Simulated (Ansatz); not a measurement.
Consider the cleavage of the Si–In bond: `[CH3][In]([CH3])[SiH3]` + `COB(N)O` → `COB(N)O[SiH3]` + `[CH3][InH][CH3]`.

Isolated molecules relaxed with PBE0-D4/def2-TZVP in Ansatz; ΔE leaves out vibrations. CCSD(T)/CBS adds triple-zeta CCSD(T) − MP2 to the extrapolated MP2 energy (def2 sets, frozen cores). DFT in def2-TZVPP. B3LYP here is the variant with VWN-RPA as its local correlation; programs differ in this. def2 core potentials past Kr. For In outer-core shells are correlated without core-valence functions, which leaves a few kJ/mol of doubt a bond. Each species was taken in one conformer, which may not be the lowest.

| level | ΔE (kJ/mol) | difference from CCSD(T)/CBS |
| --- | --- | --- |
| PBE-D4 | -34.9 | 20.0 |
| r2SCAN-D4 | -51.9 | 3.0 |
| PBE0-D4 | -42.2 | 12.7 |
| B3LYP-D4 | -58.7 | -3.8 |
| ωB97X-V | -58.4 | -3.5 |
| ωB97M-V | -58.6 | -3.7 |
| B2PLYP | -58.8 | -3.9 |
| PBE | -33.0 | 21.9 |
| r2SCAN | -51.3 | 3.6 |
| PBE0 | -40.6 | 14.3 |
| B3LYP | -55.8 | -0.9 |
| HF/def2-TZVPP | -82.1 | -27.2 |
| MP2/def2-TZVPP | -57.6 | -2.7 |
| SCS-MP2/def2-TZVPP | -64.0 | -9.1 |
| CCSD/def2-TZVPP | -58.9 | -4.0 |
| CCSD(T)/def2-TZVPP | -55.8 | -0.9 |
| HF/def2-QZVPP | -84.5 | -29.6 |
| MP2/def2-QZVPP | -57.9 | -3.0 |
| SCS-MP2/def2-QZVPP | -64.3 | -9.4 |
| HF/CBS(def2) | -84.9 | -30.0 |
| MP2/CBS(def2) | -56.7 | -1.8 |
| CCSD/CBS(def2) | -58.0 | -3.1 |
| CCSD(T)/CBS | -54.9 | 0 |

Largest T1 diagnostic among the species: 0.012.

In def2-TZVPP, CCSD(T) changes the Hartree–Fock value by +26.3 kJ/mol (the triples alone add +3.1 kJ/mol) and MP2 by +24.4 kJ/mol. From PBE to PBE0 (25 % exact exchange), in def2-TZVPP and without D4, ΔE moves by −7.6 kJ/mol.

CCSD(T)/CBS has its own doubt, a few kJ/mol and more with outer-core shells, so smaller differences from it don't rank the levels.
